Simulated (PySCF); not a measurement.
Identify the unknown among the candidates.

All candidates are C5H8NPSi.

| technique | computed result |
| --- | --- |
| UV, first state | lowest singlet excitation: 4.55 eV (272 nm, f = 0.030) [TDDFT PBE0/def2-SVPD] |
| UV, strongest line | among the 8 lowest singlet transitions: S4 at 5.34 eV (232 nm, f = 0.075) [TDDFT PBE0/def2-SVPD] |
| Rotational structure | rotational constants A, B, C: 3.150, 1.000, 0.781 GHz [GFN2-xTB] |
| NMR, other nuclei | isotropic shieldings of nuclei other than C and H, by class: -92 (1 N), 435 (1 Si), 473 (1 P) ppm [GIAO PBE0/pcSseg-1] |
| 13C NMR | chemical shifts (computed TMS as zero) by class: 170.9 (1 C), 154.4 (1 C), 140.8 (1 C), 133.1 (1 C), 125.4 (1 C) ppm [GIAO PBE0/pcSseg-1] |
| Triplet | lowest triplet excitation (Tamm–Dancoff): 3.89 eV [TDA PBE0/def2-SVPD] |
| 1H NMR | chemical shifts (computed TMS as zero) by class: 8.69 (1 H), 7.76 (1 H), 7.76 (1 H), 7.20 (1 H), 4.30 (3 H), 3.94 (1 H) ppm [GIAO PBE0/pcSseg-1] |
| Dipole | 2.98 D [PBE0/def2-SVPD] |

The electronic properties come from PySCF, for the isolated species, density fitting. Levels stand in brackets. Isolated species at its GFN2-xTB geometry (one conformer only). NMR values are class means; diastereotopic atoms form classes of their own.

Question: Which candidate is it?
A. `Cc1ccpc([SiH3])n1`
B. `[SiH3]Pc1cccnc1`
C. `Cc1cncpc1[SiH3]`
D. `[SiH3]Pc1ccccn1`
E. `C#CC(=C)/C=N\[SiH2]P`

Answer: D. It is `[SiH3]Pc1ccccn1`. Numbering: `[SiH3:1][PH:2][c:3]1[cH:4][cH:5][cH:6][cH:7][n:8]1`. 5 carbons fall into 5 classes; from least to most shielded: substituted aromatic carbon [C3] (170.9 ppm), aromatic CH next to a ring nitrogen [C7] (154.4 ppm), aromatic CH carbon [C5] (140.8 ppm), aromatic CH carbon [C4] (133.1 ppm), aromatic CH carbon [C6] (125.4 ppm). Hydrogen classes from least to most shielded: 1 H on an aromatic CH next to a ring nitrogen, C7 (8.69 ppm), 1 H on an aromatic CH carbon, C5 (7.76 ppm), 1 H on an aromatic CH carbon, C4 (7.76 ppm), 1 H on an aromatic CH carbon, C6 (7.20 ppm), 3 H on an SiH3 silicon, Si1 (4.30 ppm), 1 H on a three-coordinate phosphorus, P2 (3.94 ppm). The other shieldings belong to: -92 ppm, pyridine-type nitrogen [N8]; 435 ppm, SiH3 silicon [Si1]; 473 ppm, three-coordinate phosphorus [P2]. S1 is mainly HOMO→LUMO (weight 0.86); the largest Löwdin shares of the orbital it empties are 0.47 on the three-coordinate phosphorus, 0.09 on the substituted aromatic carbon, 0.08 on the SiH3 silicon and 0.07 on an aromatic CH carbon, of the orbital it fills 0.24 on an aromatic CH carbon, 0.21 on the pyridine-type nitrogen, 0.11 on the substituted aromatic carbon and 0.11 on the aromatic CH next to a ring nitrogen. The optimised geometry has point group C1 and is an asymmetric top.

The others, at the same levels:
- `Cc1cncpc1[SiH3]` fails: its computed 13C shifts are 188.9 (1 C), 181.9 (1 C), 151.4 (1 C), 143.5 (1 C), 24.5 (1 C) ppm, 1H shifts are 10.58 (1 H), 9.00 (1 H), 4.72 (3 H), 2.61 (3 H) ppm and lowest singlet excitation is 3.53 eV (351 nm, f = 0.005) (against 4.55 eV).
- `[SiH3]Pc1cccnc1` fails: its computed 13C shifts are 158.5 (1 C), 153.6 (1 C), 145.7 (1 C), 136.3 (1 C), 128.8 (1 C) ppm, 1H shifts are 8.91 (1 H), 8.74 (1 H), 8.00 (1 H), 7.27 (1 H), 4.09 (3 H), 3.20 (1 H) ppm and lowest singlet excitation is 4.73 eV (262 nm, f = 0.009) (against 4.55 eV).
- `C#CC(=C)/C=N\[SiH2]P` fails: its computed 13C shifts are 176.4 (1 C), 140.1 (1 C), 133.3 (1 C), 90.4 (1 C), 86.4 (1 C) ppm, 1H shifts are 8.87 (1 H), 6.28 (1 H), 6.27 (1 H), 5.75 (2 H), 2.83 (1 H), 1.15 (2 H) ppm and rotational constant A is 3.658 GHz (against 3.150 GHz).
- `Cc1ccpc([SiH3])n1` fails: its computed 13C shifts are 212.2 (1 C), 173.8 (1 C), 158.4 (1 C), 125.3 (1 C), 30.5 (1 C) ppm, 1H shifts are 9.66 (1 H), 7.56 (1 H), 4.83 (3 H), 2.95 (3 H) ppm and lowest singlet excitation is 3.38 eV (366 nm, f = 0.001) (against 4.55 eV).

Each candidate is one conformer, not necessarily the lowest. The conformers computed, where there is a choice (atom-mapped SMILES and torsion angles):
- `[SiH3:1][PH:2][c:3]1[cH:4][cH:5][cH:6][cH:7][n:8]1`: Si1–P2–C3–C4 -162°
- `[SiH3:1][PH:2][c:3]1[cH:4][cH:5][cH:6][n:7][cH:8]1`: Si1–P2–C3–C4 106°
- `[CH:1]#[C:2][C:3](=[CH2:4])/[CH:5]=[N:6]\[SiH2:7][PH2:8]`: C2–C3–C5–N6 -152°, C5–N6–Si7–P8 -90°, H–P8–Si7–N6 -143°, H–P8–Si7–N6 -50°
